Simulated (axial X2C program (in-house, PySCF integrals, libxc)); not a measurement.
**Spin–orbit effects along a row: molecules with H, PBE0**

Computed with an in-house all-electron X2C program for linear molecules (integrals from PySCF), spin-free (one-electron X2C) or two-component (2c: spin–orbit coupling with atomic mean-field Coulomb and Gaunt terms, which also bring small scalar terms), in Dyall basis sets with cores contracted in-house; open shells are unrestricted.

Basis sets: Au dyall-cv3z, Bi dyall-cv3z, H dyall-v3z, Hf dyall-cv3z, Hg dyall-cv3z, Ir dyall-cv3z, La dyall-cv3z, Os dyall-v3z, Pb dyall-cv3z, Re dyall-cv3z, Ta dyall-v3z, Tm dyall-cv3z, W dyall-v3z.

```csv
molecule,spin-free state,Re (Å),ωe (cm⁻¹),De (eV),2c state,Re 2c (Å),ωe 2c (cm⁻¹),De 2c (eV)
LaH,"M_S = 1, Λ = 2",2.079,1376.5,2.77,Ω = 1,2.079,1375.4,n/a
TmH,"M_S = 1, Λ = 0",2.054,1265.3,1.66,Ω = 3,2.037,1227.7,n/a
HfH,"M_S = 1/2, Λ = 2",1.820,1692.5,2.64,Ω = 3/2,1.819,1690.2,n/a
TaH,"M_S = 2, Λ = 2",1.763,1793.3,2.72,Ω = 1,1.772,1802.7,n/a
WH,"M_S = 5/2, Λ = 0",1.704,1939.6,n/a,Ω = 5/2,1.703,1937.5,n/a
ReH,"M_S = 2, Λ = 0",1.626,2134.5,2.23,Ω = 2,1.628,2119.8,2.19
OsH,"M_S = 3/2, Λ = 0",1.580,2245.7,2.72,Ω = 5/2,1.578,2256.6,2.58
IrH,"M_S = 1, Λ = 2",1.545,2338.3,3.32,Ω = 3,1.551,2312.7,3.22
AuH,"M_S = 0, Λ = 0",1.533,2269.7,3.03,Ω = 0,1.532,2276.0,3.06
HgH,"M_S = 1/2, Λ = 0",1.755,1365.5,0.50,Ω = 1/2,1.738,1417.5,0.55
PbH,"M_S = 1/2, Λ = 1",1.844,1611.4,2.41,Ω = 1/2,1.847,1556.5,1.77
BiH,"M_S = 1, Λ = 0",1.792,1810.7,2.38,Ω = 0,1.816,1693.3,2.14
```

(1) Work out the shifts from the spin-free to the two-component result.

Each entry is the lowest single determinant of a limited PBE0 search at one distance. De goes to single-determinant-based atoms at the same level (for ions the charge split of lowest energy) and is withheld (n/a) where an atom does not fit its ground term or J level. Main or longest-lived isotopes. One determinant is a doubtful description, or other states lie close, for LaH, TmH, HfH, TaH, WH, ReH, OsH, IrH, BiH; these need not be ground states, and all values refer to the states named. Some open-shell Ω = 0 determinants are out of reach, so the Ω given for TaH, ReH need not be the lowest component. With several unpaired electrons the Ω given is that of one determinant, not necessarily of the lowest component. The functionals have no current term, which raises determinants with orbital currents. The lowest determinant changes configuration between the Hamiltonians for TmH, TaH, OsH, so two states are compared there.

Results:

(1) 

| molecule | 2c state | ΔRe (Å) | Δωe (cm⁻¹) | ΔDe (eV) |
| --- | --- | --- | --- | --- |
| LaH | Ω = 1 | 0.000 | -1.1 | n/a |
| TmH | Ω = 3 | other state | other state | n/a |
| HfH | Ω = 3/2 | -0.001 | -2.3 | n/a |
| TaH | Ω = 1 | other state | other state | n/a |
| WH | Ω = 5/2 | -0.001 | -2.1 | n/a |
| ReH | Ω = 2 | 0.002 | -14.7 | -0.04 |
| OsH | Ω = 5/2 | other state | other state | n/a |
| IrH | Ω = 3 | 0.006 | -25.6 | -0.10 |
| AuH | Ω = 0 | -0.001 | 6.3 | 0.03 |
| HgH | Ω = 1/2 | -0.017 | 52.0 | 0.05 |
| PbH | Ω = 1/2 | 0.003 | -54.9 | -0.64 |
| BiH | Ω = 0 | 0.024 | -117.4 | -0.24 |

Shifts of one unit in the last digit are rounding.
